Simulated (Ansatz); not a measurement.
`C[B]1[AlH][CH]1F`, relaxed with RKS PBE-D4/def2-SVP in the Gaussian-basis code of Ansatz from a rough embedded geometry. The force threshold is 0.03 eV/Å; the program also tests the step.

Charge 0, multiplicity 1.

Start:

```xyz
10

C    -0.597   -0.495    1.562
B    -0.035   -0.046    0.214
Al    1.582    0.159   -1.155
C    -0.208    0.680   -1.291
F    -0.981   -0.088   -2.072
H    -1.704   -0.311    1.648
H    -0.490   -1.642    1.643
H    -0.069   -0.063    2.383
H     3.021    0.049   -1.773
H    -0.518    1.757   -1.160
```

Q: How much energy does the relaxation release, and in how many steps? (Best estimate.)

A: Computed: 44.93 kcal/mol, in 15 steps.

Q: Which bonds change most? (An estimate is asked.)

A: Ansatz gave: Al3–C4 from 1.869 to 2.190 Å; B2–C4 from 1.680 to 1.478 Å; B2–Al3 from 2.129 to 1.996 Å; C1–H7 from 1.155 to 1.110 Å.

Q: Give the relaxed structure. (Best estimate.)

A: The calculation gave: 
```xyz
10

C    -0.635   -0.575    1.509
B     0.099   -0.075    0.213
Al    1.811    0.245   -0.762
C    -0.343    0.448   -1.096
F    -1.627    0.633   -1.517
H    -1.737   -0.493    1.411
H    -0.393   -1.635    1.729
H    -0.329    0.010    2.401
H     2.851    0.654   -1.919
H     0.302    0.789   -1.968
```
